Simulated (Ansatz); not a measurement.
`FC(F)(F)c1ccc(-c2ccc(-c3ccc(C(F)(F)F)cc3)cc2)cc1` with charge +1. Total charge 1; doublet. Geometry r2SCAN-D4/def2-SVP, that of the neutral singlet; atoms count from 1.

```xyz
38

F    -5.853   -1.235    5.037
C    -5.555   -2.141    4.086
F    -5.342   -3.318    4.699
F    -6.660   -2.283    3.328
C    -4.374   -1.708    3.265
C    -3.370   -2.617    2.914
C    -2.301   -2.199    2.122
C    -2.215   -0.871    1.660
C    -1.081   -0.431    0.818
C     0.219   -0.926    1.033
C     1.287   -0.506    0.244
C     1.098    0.415   -0.803
C     2.231    0.857   -1.646
C     2.056    1.095   -3.025
C     3.121    1.506   -3.821
C     4.389    1.694   -3.253
C     5.515    2.179   -4.121
F     6.714    2.005   -3.539
F     5.395    3.491   -4.401
F     5.539    1.534   -5.303
C     4.582    1.464   -1.887
C     3.512    1.047   -1.095
C    -0.203    0.905   -1.023
C    -1.269    0.496   -0.224
C    -3.237    0.029    2.024
C    -4.304   -0.382    2.819
H    -3.428   -3.652    3.259
H    -1.533   -2.922    1.830
H     0.398   -1.633    1.849
H     2.284   -0.918    0.425
H     1.077    0.921   -3.483
H     2.977    1.669   -4.894
H     5.570    1.615   -1.444
H     3.666    0.894   -0.022
H    -0.377    1.637   -1.817
H    -2.272    0.882   -0.428
H    -3.174    1.074    1.706
H    -5.081    0.332    3.110
```

Single mean-field runs in def2-TZVP are fitted with def2-universal-jkfit.

Q: Estimate the Mulliken populations of the heavy atoms from the PBE0/def2-TZVP orbitals of Ansatz.

A: 
```tsv
atom	charge (e)	spin (α − β)
F1	-0.15	0.00
C2	0.44	-0.01
F3	-0.15	0.00
F4	-0.14	0.01
C5	0.10	0.16
C6	-0.17	-0.05
C7	-0.18	0.09
C8	0.17	0.04
C9	0.22	0.20
C10	-0.18	0.02
C11	-0.18	0.02
C12	0.22	0.20
C13	0.17	0.04
C14	-0.18	0.08
C15	-0.18	-0.05
C16	0.10	0.16
C17	0.44	-0.01
F18	-0.15	0.00
F19	-0.14	0.01
F20	-0.15	0.00
C21	-0.17	-0.05
C22	-0.18	0.09
C23	-0.18	0.02
C24	-0.18	0.02
C25	-0.18	0.08
C26	-0.18	-0.05
```
Mulliken values depend strongly on the basis.

Q: Where does the spin sit?

A: Summed by element: F 0.02, C 1.00, H -0.02, of 1 unpaired in all. Largest on single atoms: C12 0.20, C9 0.20, C5 0.16.

Q: And the Mayer bond orders between heavy atoms (over 0.3)?

A: F1–C2 1.15 (1.35 Å); C2–F3 1.16 (1.34 Å); C2–F4 1.16 (1.35 Å); C2–C5 1.00 (1.50 Å); C5–C6 1.34 (1.40 Å); C5–C26 1.34 (1.40 Å); C6–C7 1.47 (1.39 Å); C7–C8 1.30 (1.41 Å); C8–C9 0.97 (1.48 Å); C8–C25 1.29 (1.41 Å); C9–C10 1.28 (1.41 Å); C9–C24 1.28 (1.41 Å); C10–C11 1.54 (1.39 Å); C11–C12 1.28 (1.41 Å); C12–C13 0.97 (1.48 Å); C12–C23 1.28 (1.41 Å); C13–C14 1.29 (1.41 Å); C13–C22 1.30 (1.41 Å); C14–C15 1.49 (1.39 Å); C15–C16 1.34 (1.40 Å); C16–C17 1.00 (1.50 Å); C16–C21 1.34 (1.40 Å); C17–F18 1.16 (1.34 Å); C17–F19 1.16 (1.35 Å); C17–F20 1.15 (1.35 Å); C21–C22 1.47 (1.39 Å); C23–C24 1.54 (1.39 Å); C25–C26 1.49 (1.39 Å).
